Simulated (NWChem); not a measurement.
CaH5SO2F; SMILES [F][Ca](<-[OH2])([SH])<-[OH2]

```xyz
10

Ca    -0.1230     0.2898    -0.0216
F     -0.2252     2.3197     0.2571
S      1.0383    -1.9351     1.0012
H      1.4073    -2.4097    -0.2110
O     -1.8072    -1.2855     0.1962
H     -2.6775    -1.6024     0.4561
H     -1.1078    -1.9056     0.5599
O      0.4729     1.4950    -1.9368
H      1.1740     1.7732    -2.5318
H      0.2933     2.2227    -1.2735
```
Atoms are numbered in this order, from 1.

Results from NWChem. Pople sets run with spherical d functions. Coordinates come from a PBE0/def2-SVP optimisation. Absolute isotropic GIAO shieldings of the H sites, static isolated molecule.

```
row  σ, Hartree-Fock/6-31G* (ppm)  σ, BHandHLYP/pcSseg-1 (ppm)
---  ----------------------------  ---------------------------
H10                         24.28                        22.25
H7                          25.25                        22.48
H6                          30.18                        29.03
H9                          30.88                        29.63
H4                          34.48                     withheld
```

Task: Fit a straight line of the last column on the one before it, predict the withheld value, and compare with the run.

Result: 
1. Means of the 4 shown rows: x = 27.648, y = 25.848. Slope Σ(x − x̄)(y − ȳ)/Σ(x − x̄)² = 40.47/33.95 = 1.192; intercept -7.108.
2. The shown rows scatter about the line by 0.341 (root mean square); the largest residual is -0.51, at H7.
3. At x = 34.48 (H4; beyond the shown range) the line gives 33.99.
4. The run gives 32.73, -1.26 from the line, 3.7 times the scatter.
